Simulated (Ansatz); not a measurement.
**Molecular dynamics of Cl3GeH**

Input:

```yaml
crystal:
  periodic: [false, false, false]
  atoms:
    - { symbol: Ge, position_ang: [-0.330214, -3.7e-05, 0.381723] }
    - { symbol: H, position_ang: [0.830028, 5.9e-05, 1.52196] }
    - { symbol: Cl, position_ang: [2.149442, -4.0e-06, 0.409282] }
    - { symbol: Cl, position_ang: [-0.82473, 1.722529, -0.802554] }
    - { symbol: Cl, position_ang: [-0.824727, -1.722547, -0.802612] }
basis:
  gaussian: { orbitals: def2-SVP }
hamiltonian:
  xc: pbe0
  dispersion: d4
md:
  timestep: 0.5
  n_steps: 200
  ensemble: nve
  temperature: 100.0
  initial_velocities: maxwell_boltzmann
  seed: 2869
```

Command:

```bash
$ ansatz run input.yaml --threads 2 --pin off --max-ram 3072MiB --backend cpu --events-out ev --progress --plain --runs-dir out
```

It starts at the highest image of a converged band, a first-order saddle point between two minima.

Output, in part (step lines, the closing report, with atoms numbered from 0):

```
md step     0: t =     0.00 fs  T =   100.0 K  F+E_penalty+E_count = -94065.63966717 eV  E_kin = 0.038778 eV  conserved = -94065.60088917 eV  (25 SCF iters)
md step     1: t =     0.50 fs  T =   100.3 K  F+E_penalty+E_count = -94065.63976958 eV  E_kin = 0.038882 eV  conserved = -94065.60088806 eV  (26 SCF iters)
md step     2: t =     1.00 fs  T =   100.9 K  F+E_penalty+E_count = -94065.63999881 eV  E_kin = 0.039114 eV  conserved = -94065.60088511 eV  (25 SCF iters)
md step     3: t =     1.50 fs  T =   101.9 K  F+E_penalty+E_count = -94065.64040151 eV  E_kin = 0.039521 eV  conserved = -94065.60088045 eV  (25 SCF iters)
md step     4: t =     2.00 fs  T =   103.6 K  F+E_penalty+E_count = -94065.64105180 eV  E_kin = 0.040178 eV  conserved = -94065.60087429 eV  (25 SCF iters)
md step     5: t =     2.50 fs  T =   106.2 K  F+E_penalty+E_count = -94065.64204807 eV  E_kin = 0.041181 eV  conserved = -94065.60086687 eV  (25 SCF iters)
md step     6: t =     3.00 fs  T =   110.0 K  F+E_penalty+E_count = -94065.64350905 eV  E_kin = 0.042651 eV  conserved = -94065.60085845 eV  (25 SCF iters)
md step     7: t =     3.50 fs  T =   115.3 K  F+E_penalty+E_count = -94065.64556998 eV  E_kin = 0.044721 eV  conserved = -94065.60084923 eV  (25 SCF iters)
[... lines left out ...]
Total energy: -94066.41604123 eV, -3456.8770290082 hartree
Atom 0 at    -0.954289    -0.031901     0.509671 Å, force    -0.118566    -0.321824     1.284755 eV/Å
Atom 1 at     2.918841    -0.238934    -0.891186 Å, force     0.450658     0.702926     2.348805 eV/Å
Atom 2 at     3.180545     0.148401     0.414354 Å, force    -0.598556    -0.718384    -2.354232 eV/Å
Atom 3 at    -0.645075     1.535228    -0.873751 Å, force     0.202513     1.264308    -0.775658 eV/Å
Atom 4 at    -0.816273    -1.611572    -0.930012 Å, force     0.063952    -0.927025    -0.503670 eV/Å
Dipole moment:    -0.049320    -0.046172     0.077968 e Å
```

The steps, from the saved trajectory:

```json
{"time (fs)": "0", "T (K)": "100", "potential energy less start (eV)": "0.000", "conserved less start (meV/atom)": "0.00"}
{"time (fs)": "3", "T (K)": "110", "potential energy less start (eV)": "-0.004", "conserved less start (meV/atom)": "0.01"}
{"time (fs)": "6", "T (K)": "180", "potential energy less start (eV)": "-0.031", "conserved less start (meV/atom)": "0.02"}
{"time (fs)": "9", "T (K)": "415", "potential energy less start (eV)": "-0.122", "conserved less start (meV/atom)": "0.04"}
{"time (fs)": "12", "T (K)": "860", "potential energy less start (eV)": "-0.296", "conserved less start (meV/atom)": "-0.14"}
{"time (fs)": "15", "T (K)": "923", "potential energy less start (eV)": "-0.318", "conserved less start (meV/atom)": "0.20"}
{"time (fs)": "18", "T (K)": "1647", "potential energy less start (eV)": "-0.602", "conserved less start (meV/atom)": "-0.37"}
{"time (fs)": "21", "T (K)": "1486", "potential energy less start (eV)": "-0.537", "conserved less start (meV/atom)": "0.10"}
{"time (fs)": "24", "T (K)": "2196", "potential energy less start (eV)": "-0.814", "conserved less start (meV/atom)": "-0.30"}
{"time (fs)": "27", "T (K)": "2193", "potential energy less start (eV)": "-0.810", "conserved less start (meV/atom)": "0.22"}
{"time (fs)": "30", "T (K)": "2410", "potential energy less start (eV)": "-0.897", "conserved less start (meV/atom)": "-0.31"}
{"time (fs)": "33", "T (K)": "1946", "potential energy less start (eV)": "-0.715", "conserved less start (meV/atom)": "0.12"}
{"time (fs)": "36", "T (K)": "2424", "potential energy less start (eV)": "-0.903", "conserved less start (meV/atom)": "-0.38"}
{"time (fs)": "39", "T (K)": "2087", "potential energy less start (eV)": "-0.769", "conserved less start (meV/atom)": "0.24"}
{"time (fs)": "42", "T (K)": "2245", "potential energy less start (eV)": "-0.833", "conserved less start (meV/atom)": "-0.23"}
{"time (fs)": "45", "T (K)": "1872", "potential energy less start (eV)": "-0.687", "conserved less start (meV/atom)": "0.11"}
{"time (fs)": "48", "T (K)": "2254", "potential energy less start (eV)": "-0.838", "conserved less start (meV/atom)": "-0.43"}
{"time (fs)": "51", "T (K)": "1976", "potential energy less start (eV)": "-0.727", "conserved less start (meV/atom)": "0.03"}
{"time (fs)": "54", "T (K)": "2028", "potential energy less start (eV)": "-0.748", "conserved less start (meV/atom)": "-0.10"}
{"time (fs)": "57", "T (K)": "1899", "potential energy less start (eV)": "-0.697", "conserved less start (meV/atom)": "0.05"}
{"time (fs)": "60", "T (K)": "2162", "potential energy less start (eV)": "-0.801", "conserved less start (meV/atom)": "-0.31"}
{"time (fs)": "63", "T (K)": "2202", "potential energy less start (eV)": "-0.816", "conserved less start (meV/atom)": "-0.29"}
{"time (fs)": "66", "T (K)": "2056", "potential energy less start (eV)": "-0.758", "conserved less start (meV/atom)": "0.04"}
{"time (fs)": "69", "T (K)": "2248", "potential energy less start (eV)": "-0.833", "conserved less start (meV/atom)": "-0.09"}
{"time (fs)": "72", "T (K)": "2280", "potential energy less start (eV)": "-0.845", "conserved less start (meV/atom)": "0.01"}
{"time (fs)": "75", "T (K)": "2580", "potential energy less start (eV)": "-0.964", "conserved less start (meV/atom)": "-0.44"}
{"time (fs)": "78", "T (K)": "2187", "potential energy less start (eV)": "-0.809", "conserved less start (meV/atom)": "0.11"}
{"time (fs)": "81", "T (K)": "2552", "potential energy less start (eV)": "-0.952", "conserved less start (meV/atom)": "-0.26"}
{"time (fs)": "84", "T (K)": "2303", "potential energy less start (eV)": "-0.853", "conserved less start (meV/atom)": "0.26"}
{"time (fs)": "87", "T (K)": "2566", "potential energy less start (eV)": "-0.958", "conserved less start (meV/atom)": "-0.37"}
{"time (fs)": "90", "T (K)": "2055", "potential energy less start (eV)": "-0.757", "conserved less start (meV/atom)": "0.13"}
{"time (fs)": "93", "T (K)": "2482", "potential energy less start (eV)": "-0.926", "conserved less start (meV/atom)": "-0.39"}
{"time (fs)": "96", "T (K)": "2176", "potential energy less start (eV)": "-0.804", "conserved less start (meV/atom)": "0.22"}
{"time (fs)": "99", "T (K)": "2323", "potential energy less start (eV)": "-0.863", "conserved less start (meV/atom)": "-0.21"}
```

The run went to its last step. The conserved energy stayed within 0.44 meV per atom of its start (net change 0.018 meV per atom), so the integration is sound. The kinetic energy rose, since the run started high on the potential surface and went downhill. It ends in pieces (Cl2Ge + ClH), so much of that is their flight and rotation, not heat. A run of 0.1 ps of so small a system gives no equilibrium averages. The orbitals stay closed-shell, which can raise the energy where a bond breaks towards radicals; this wasn't checked here.

Between its relaxed ends the band would form H2–Cl3 and break Ge1–H2, Ge1–Cl3. These pairs go: H2–Cl3 1.73 → 1.39 Å, Ge1–H2 1.63 → 4.12 Å, Ge1–Cl3 2.48 → 4.14 Å. In the last frame they stand as after the step (other bonds may differ from the relaxed reactants and products). It ends as Cl2Ge + ClH. Pairs count as bonded within 1.25 times the sum of covalent radii (0.12 Å more for H–H).

Last frame:

```xyz
5
Properties=species:S:1:pos:R:3
Ge -0.954 -0.032 0.510
H 2.919 -0.239 -0.891
Cl 3.180 0.148 0.414
Cl -0.645 1.535 -0.874
Cl -0.816 -1.612 -0.930
```

Time of the run: 7.3 min on 2 threads of Arm Neoverse V1 (shared host), peak memory 0.2 GiB.
